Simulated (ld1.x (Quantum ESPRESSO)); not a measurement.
Si (Z = 14), RRKJ: configuration errors across variants

ld1.x (Quantum ESPRESSO) 7.5 input, shortened:

```
&input
   title='Si', zed=14., rel=1, dft='PBE', iswitch=3,
   config='[Ne] 3s1 3p3'
 /
 &inputp
   pseudotype=2, tm=.false., rho0=0.001, lloc=0,
   nlcc=.true., new_core_ps=.true.
 /
2
3P  2  1   3.00   0.00  2.15  2.15  0.0
3S  1  0   1.00   0.00  1.80  1.80  0.0
 &test
   configts(1)='3s1 3p3'
 /
```

All-electron excitation energies from the reference (eV): (1) 3s2 3p2 -6.814; (2) 3s2 3p1 0.926; (3) 3s2 3p0 16.919; (4) 3s1 3p0 50.890; (5) 3s1 3p2 8.356; (6) 3s2 3p2.3 -7.744; (7) 3s0 3p4 6.964.

The default core radius of the base comes out at 1.15 bohr.

3 further variants failed, have other tests or too few solved ones, and are left out.

Errors AE − PS in meV (a dash: test not solved or not reliable):

```tsv
change	(1)	(2)	(3)	(4)	(5)	(6)	(7)	bound ghosts
base	-5.2	-5.6	+15	+88	+3.3	-4.1	-6.3	none
all radii but the core radius scaled by about 1.24 (s 2.22, p 2.66 bohr)	-10	-8.7	+26	+109	+5.2	-8.4	-12	none
core correction Bessel-smoothed model core inside 2.14 bohr	-2.0	-3.1	+1.9	+52	+1.2	-1.4	-2.1	none
wave 3p (bound): rc 2.15 bohr becomes 3p (bound): rc 2.06 bohr	-4.7	-5.5	+12	+82	+3.2	-3.6	-5.7	none
wave 3s (bound): rc 1.80 bohr becomes 3s (bound): rc 1.70 bohr	-4.9	-5.2	+15	+87	+3.2	-3.8	-5.9	none
wave 3p (bound): rc 2.15 bohr becomes 3p (bound): rc 1.72 bohr	-1.4	-2.5	+8.9	+53	+3.0	-0.4	-1.9	none
wave 3s (bound): rc 1.80 bohr becomes 3s (bound): rc 1.10 bohr	-10	-19	-3.6	+143	+6.4	-6.9	-16	none
```

Problem. Give the same row for: local potential all-electron potential smoothed inside 1.50 bohr (lloc = -2).

Solution. -2.1, -2.1, +17, +89, +3.0, -1.3, -2.8; bound ghosts: none.
